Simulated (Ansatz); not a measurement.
The same path of C$_{3}$H$_{10}$OSi (15 atoms, charge 0, multiplicity 1) was run twice with different band settings. The coordinate that changes most is the dihedral H6–O1–C2–H7.

Method: RKS B3LYP/def2-SVP (Ansatz).

Relaxed end points:

```xyz
15
Properties=species:S:1:pos:R:3
O -2.035 -0.883 0.234
C -1.317 -0.284 -0.828
C 0.118 -0.794 -0.791
C 0.865 -0.494 0.521
Si 1.281 1.319 0.891
H -2.917 -0.494 0.270
H -1.329 0.823 -0.746
H -1.764 -0.536 -1.811
H 0.659 -0.368 -1.655
H 0.090 -1.886 -0.949
H 0.278 -0.889 1.367
H 1.825 -1.040 0.532
H 0.060 2.156 1.099
H 2.109 1.399 2.131
H 2.057 1.921 -0.237
```

```xyz
15
Properties=species:S:1:pos:R:3
O -2.184 -0.704 -0.011
C -1.270 -0.275 -1.001
C 0.138 -0.851 -0.820
C 0.798 -0.529 0.533
Si 1.085 1.300 0.955
H -2.015 -0.205 0.798
H -1.227 0.833 -1.052
H -1.676 -0.614 -1.968
H 0.770 -0.481 -1.648
H 0.078 -1.947 -0.937
H 0.202 -0.975 1.350
H 1.782 -1.026 0.590
H -0.207 2.017 1.190
H 1.899 1.406 2.202
H 1.805 2.000 -0.151
```

Common settings: spring 5.0 eV/Å²; optimiser quadratic models (default); start path IDPP; force threshold 0.03 eV/Å; end points relaxed.

| run | movable images | climbing image | iteration limit |
| --- | --- | --- | --- |
| 1 | 7 | yes | 39 |
| 2 | 8 | no | 34 |

What does each run give, and how far can it be trusted?

Run 1: converged after 5 iterations, highest image 0.037 eV above the first end. A vibrational analysis at the climbing image gives one clearly imaginary mode, 247i cm⁻¹: a first-order saddle point.
Run 2: converged after 7 iterations, highest image 0.037 eV above the first end. No image climbed, so the highest image needn't sit at the top of the path.
